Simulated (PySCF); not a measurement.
C2H10OSi3, SMILES [SiH2]1[C@@H](C[Si@@H]1[SiH3])O. Atoms are numbered in the order given.

```xyz
16

O     -0.4914    -0.9407     1.5344
C     -1.3918    -0.8744     0.4185
C     -0.6649    -1.2684    -0.8945
Si     0.4091     0.3403    -1.0739
Si     2.2520     0.2441     0.3851
Si    -1.5377     1.0315     0.0451
H     -0.1153    -1.8431     1.5537
H     -2.3189    -1.4644     0.6102
H     -1.3866    -1.3251    -1.7384
H     -0.1434    -2.2506    -0.8362
H      0.7677     0.7581    -2.4765
H      3.5007     0.8097    -0.2470
H      2.5392    -1.1952     0.7330
H      1.9886     1.0069     1.6524
H     -2.6924     1.3035    -0.8854
H     -1.5967     1.9594     1.2263
```
Charge 0, spin multiplicity 1.

Coordinates come from a PBE-D3(BJ)/def2-SVP optimisation. The structure was generated by enumeration; whether it is a known compound was not checked. The values are those of a single conformer.

These are B3LYP/def2-TZVP in PySCF values and carry that method's errors.

ESP charges are fitted to the potential on shells at 1.4 to 2.0 van der Waals radii. Atomic charges (e):

```json
[
 {"atom": "O1", "ESP fit": "-0.59", "meta-Löwdin": "-0.54"},
 {"atom": "C2", "ESP fit": "0.24", "meta-Löwdin": "-0.07"},
 {"atom": "C3", "ESP fit": "-0.49", "meta-Löwdin": "?"},
 {"atom": "Si4", "ESP fit": "0.31", "meta-Löwdin": "0.27"},
 {"atom": "Si5", "ESP fit": "0.06", "meta-Löwdin": "0.25"},
 {"atom": "Si6", "ESP fit": "0.03", "meta-Löwdin": "?"},
 {"atom": "H7", "ESP fit": "0.39", "meta-Löwdin": "?"},
 {"atom": "H8", "ESP fit": "0.03", "meta-Löwdin": "?"},
 {"atom": "H9", "ESP fit": "0.15", "meta-Löwdin": "0.12"},
 {"atom": "H10", "ESP fit": "0.13", "meta-Löwdin": "0.10"},
 {"atom": "H11", "ESP fit": "-0.09", "meta-Löwdin": "?"},
 {"atom": "H12", "ESP fit": "-0.06", "meta-Löwdin": "?"},
 {"atom": "H13", "ESP fit": "-0.04", "meta-Löwdin": "?"},
 {"atom": "H14", "ESP fit": "-0.02", "meta-Löwdin": "?"},
 {"atom": "H15", "ESP fit": "-0.04", "meta-Löwdin": "-0.09"},
 {"atom": "H16", "ESP fit": "0.00", "meta-Löwdin": "-0.08"}
]
```

Task: Complete the blanks. (The exact figures need the calculation; the answer reports its results.)

Result: 
- C3, meta-Löwdin: -0.42
- Si6, meta-Löwdin: 0.38
- H7, meta-Löwdin: 0.33
- H8, meta-Löwdin: 0.09
- H11, meta-Löwdin: -0.08
- H12, meta-Löwdin: -0.09
- H13, meta-Löwdin: -0.09
- H14, meta-Löwdin: -0.08

Computed Mayer and Wiberg (Löwdin basis) orders of the bonds:
```json
[
 {"bond": "O1–C2", "Mayer": "0.98", "Wiberg": "1.51"},
 {"bond": "C2–C3", "Mayer": "0.94", "Wiberg": "1.21"},
 {"bond": "C3–Si4", "Mayer": "0.92", "Wiberg": "1.06"},
 {"bond": "Si4–Si5", "Mayer": "0.93", "Wiberg": "1.12"},
 {"bond": "C2–Si6", "Mayer": "0.88", "Wiberg": "1.02"},
 {"bond": "Si4–Si6", "Mayer": "0.95", "Wiberg": "1.03"},
 {"bond": "O1–H7", "Mayer": "0.89", "Wiberg": "1.01"},
 {"bond": "C2–H8", "Mayer": "0.94", "Wiberg": "0.86"},
 {"bond": "C3–H9", "Mayer": "0.94", "Wiberg": "0.85"},
 {"bond": "C3–H10", "Mayer": "0.94", "Wiberg": "0.87"},
 {"bond": "Si4–H11", "Mayer": "0.93", "Wiberg": "0.92"},
 {"bond": "Si5–H12", "Mayer": "0.94", "Wiberg": "0.96"},
 {"bond": "Si5–H13", "Mayer": "0.93", "Wiberg": "0.95"},
 {"bond": "Si5–H14", "Mayer": "0.94", "Wiberg": "0.96"},
 {"bond": "Si6–H15", "Mayer": "0.92", "Wiberg": "0.93"},
 {"bond": "Si6–H16", "Mayer": "0.93", "Wiberg": "0.94"}
]
```
